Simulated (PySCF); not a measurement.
Isomers of C6H9BGeO, from PBE0-D3(BJ)/def2-SVP geometry optimisation, gas phase (PySCF). One conformer each, no zero-point energy, no frequencies.

Question: Which is lowest in electronic energy at this level?
A. `[GeH3:1][O:2][C:3]1=[CH:4][CH:5]=[CH:6][BH:7][CH:8]=[CH:9]1` with Ge1–O2–C3–C4 4°: A = 3144, B = 537.7, C = 462.0 MHz, dipole 4.20 D
B. `[GeH3:1][O:2][B:3]1[CH:4]=[CH:5][CH:6]=[CH:7][CH:8]=[CH:9]1` with Ge1–O2–B3–C4 -2°: A = 3121, B = 508.9, C = 440.0 MHz, dipole 1.25 D
C. `[GeH3:1][O:2][C:3]1=[CH:4][BH:5][CH:6]=[CH:7][CH:8]=[CH:9]1` with Ge1–O2–C3–C4 0°: A = 3303, B = 523.2, C = 454.3 MHz, dipole 2.10 D
D. `[GeH3:1][O:2][C:3]1=[CH:4][CH:5]=[CH:6][CH:7]=[CH:8][BH:9]1` with Ge1–O2–C3–C4 -179°: A = 3178, B = 524.2, C = 452.7 MHz, dipole 0.26 D

Answer: B. That is `C1=CC=CC=CB1[O][GeH3]`, 34.6 kcal/mol below the next.

| SMILES | mapped SMILES | E (Eh) | relative (kcal/mol) | relative (kJ/mol) | dipole (D) |
| --- | --- | --- | --- | --- | --- |
| [GeH3][O]B1C=CC=CC=C1 | [GeH3:1][O:2][B:3]1[CH:4]=[CH:5][CH:6]=[CH:7][CH:8]=[CH:9]1 | -2410.01951 | 0.0 | 0.0 | 1.25 |
| [GeH3][O]C1=CC=CC=CB1 | [GeH3:1][O:2][C:3]1=[CH:4][CH:5]=[CH:6][CH:7]=[CH:8][BH:9]1 | -2409.96443 | 34.6 | 144.6 | 0.26 |
| [GeH3][O]C1=CBC=CC=C1 | [GeH3:1][O:2][C:3]1=[CH:4][BH:5][CH:6]=[CH:7][CH:8]=[CH:9]1 | -2409.96387 | 34.9 | 146.1 | 2.10 |
| [GeH3][O]C1=CC=CBC=C1 | [GeH3:1][O:2][C:3]1=[CH:4][CH:5]=[CH:6][BH:7][CH:8]=[CH:9]1 | -2409.95878 | 38.1 | 159.5 | 4.20 |

As drawn, the lowest has a B–O bond, which the highest lacks.
